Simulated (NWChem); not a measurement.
Correlation energy of CH3Li

```
C
H 1 1.1088
H 1 1.1088 2 105.03
H 1 1.1088 2 105.03 3 110.50
Li 1 1.9721 2 113.61 4 124.75
```
Charge 0, spin multiplicity 1.

All runs are NWChem calculations. Structure: optimised with PBE0/def2-SVP, a minimum by its harmonic frequencies.

Basis set: 3-21G. Each correlation energy counts from its own Hartree-Fock reference.

The correlated methods keep 1 core orbital frozen. The structure started from a generated list of species. No row is a measurement; the coupled-cluster row has its own basis-set and correlation limits.

Task: For the correlation energy, MP2 gives -101.6 mHa and SCS-MP2 gives -106.0 mHa. What do CR-CCSD[T], CR-CCSD(T), CCSD give?

Result: CR-CCSD[T]: -121.2 mHa; CR-CCSD(T): -121.0 mHa; CCSD: -118.7 mHa.
